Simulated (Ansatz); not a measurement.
Basis-set extrapolation for C2H6O2Si (`C=C(O)[SiH2]O`) (PBE0-D4/def2-TZVP geometry, frozen core, Ansatz). Multiplicity 1, RHF reference.

```
                      def2-TZVPP   def2-QZVPP
                 HF  -518.022879  -518.042947
    MP2 correlation    -0.923577    -0.993299
CCSD(T) correlation    -0.995333      not run
```

Energies in hartree. Use E(X) = E(∞) + A·exp(−7.88·√X) for Hartree–Fock and E(X) = E(∞) + B·X^(−2.97) for correlation, with X = 3 and 4, and add CCSD(T) minus MP2 of the smaller set to the MP2 limit.

Problem. What is the CCSD(T) energy at the basis-set limit?

Solution. HF limit: -518.042947 + (-0.020068) × 0.13774 = -518.04571. MP2 limit: -0.993299 + (-0.069722) × 0.74074 = -1.04494. Higher-order term: -0.995333 − (-0.923577) = -0.07176. Total: -519.16241 hartree, 3.92 eV below CCSD(T)/def2-TZVPP.
